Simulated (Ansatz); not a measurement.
Input:

```yaml
crystal:
  periodic: [false, false, false]
  atoms:
    - { symbol: C, position_ang: [0.123, -1.7681, 0.9755] }
    - { symbol: B, position_ang: [0.4435, -0.9722, -0.3839] }
    - { symbol: Si, position_ang: [2.2701, -0.8349, -0.9487] }
    - { symbol: S, position_ang: [-0.8352, -0.2403, -1.4911] }
    - { symbol: C, position_ang: [-0.8376, 1.4349, -0.8263] }
    - { symbol: Si, position_ang: [-1.8985, 1.596, 0.7266] }
    - { symbol: H, position_ang: [-0.9994, -1.7292, 1.1064] }
    - { symbol: H, position_ang: [0.4815, -2.7514, 0.9103] }
    - { symbol: H, position_ang: [0.5523, -1.1862, 1.8637] }
    - { symbol: H, position_ang: [2.4752, -1.5019, -2.2106] }
    - { symbol: H, position_ang: [2.6626, 0.5816, -1.036] }
    - { symbol: H, position_ang: [3.1792, -1.4766, 0.0856] }
    - { symbol: H, position_ang: [-1.2988, 2.1645, -1.5845] }
    - { symbol: H, position_ang: [0.1769, 1.7639, -0.5668] }
    - { symbol: H, position_ang: [-1.3155, 0.7711, 1.8216] }
    - { symbol: H, position_ang: [-3.2491, 1.1317, 0.4527] }
    - { symbol: H, position_ang: [-1.949, 3.0166, 1.1457] }
basis:
  gaussian: { orbitals: STO-3G }
hamiltonian:
  xc: { name: BHLYP }
relax:
  f_tol: 0.02
  max_steps: 40
scf:
  lower_state_search: "off"
```

Run as:

```bash
$ ansatz run input.yaml --threads 1 --pin off --max-ram 2048MiB --backend cpu --events-out ev --progress --plain --runs-dir out
```

Hardware: 1 thread of Arm Neoverse V1, on a shared host.

Task: Roughly how long does this run take, and how much memory?

Result: 2.3 min, with a peak of 0.15 GiB, for 33 ionic steps.
